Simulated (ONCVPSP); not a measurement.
**Ranking ONCV potentials for silicon (Si)**

All share these settings but for the change named:

ONCVPSP 4.0.1 input, shortened (lines: element, Z, core and valence counts, functional; n l f; lmax; l rc ep ncon nbas qcut; lloc lpopt rc5 dvloc0; l nproj debl; icmod fcfact rcfact), PBE, scalar-relativistic:

```
  Si 14.00    3    2        4      upf
    1    0    2.00
    2    0    2.00
    2    1    6.00
    3    0    2.00
    3    1    2.00
    2
    0    1.60    0.00    4    8    4.10
    1    1.55    0.00    4    8    5.20
    2    1.60    0.21    5    9    7.10
    4    2    1.45    2.00
    0    2    1.10
    1    1    0.80
    2    2    1.00
    3    2.00    1.45
```

Cutoff: the first of the cutoffs (Ha) at which the residual kinetic energy of the hardest occupied pseudo-wave falls to 1 and 0.1 mHa per electron; the density cutoff is not measured.

The base gives 8 Ha.

Of 8 variants that were run, those that failed, showed a ghost or another fault, or gave nearly equal values are left out.

A variant can come out equal or close to the base.

Q: Rank these variants from softest to hardest (loose cutoff).
A. all radii but the core radius scaled by about 1.04 (s 1.66, p 1.62, d 1.66 bohr); local potential polynomial inside 1.52 bohr (lpopt 2, dvloc0 2 Ha)
B. all radii but the core radius scaled by about 0.93 (s 1.48, p 1.44, d 1.48 bohr); local potential polynomial inside 1.34 bohr (lpopt 2, dvloc0 2 Ha)
C. all radii but the core radius scaled by about 1.32 (s 2.12, p 2.04, d 2.12 bohr); local potential polynomial inside 1.92 bohr (lpopt 2, dvloc0 2 Ha)

A: C (7 Ha), A (8 Ha), B (14 Ha).
